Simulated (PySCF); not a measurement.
NbO₃, SMILES [O]=[Nb](=[O])=[O] (connectivity only; charge and spin as stated), neutral, multiplicity 2.

Geometry: PBE-D3(BJ)/def2-TZVP. The multiplicity is an assumed one; other spin states were not compared. The def2 effective core potentials stand for the cores of Nb; spin–orbit coupling is left out.

Method: PBE-D3(BJ)/def2-TZVP (PySCF 2.14.0).

Frequencies are harmonic and unscaled.

Modes within 1.5 cm⁻¹ of each other (mostly degenerate sets) share a row, with their intensities summed.

| mode | ν (cm⁻¹) | IR (km/mol) | moving atoms (share of kinetic energy) |
|---|---|---|---|
| 1 | 224 | 26.8 | O 74 %, Nb 26 % |
| 2–3 | 226 | 0.6 | O 88 %, Nb 12 % |
| 4–5 | 526 | 4.9 | O 84 %, Nb 16 % |
| 6 | 898 | 9.1 | O 92 %, Nb 8 % |
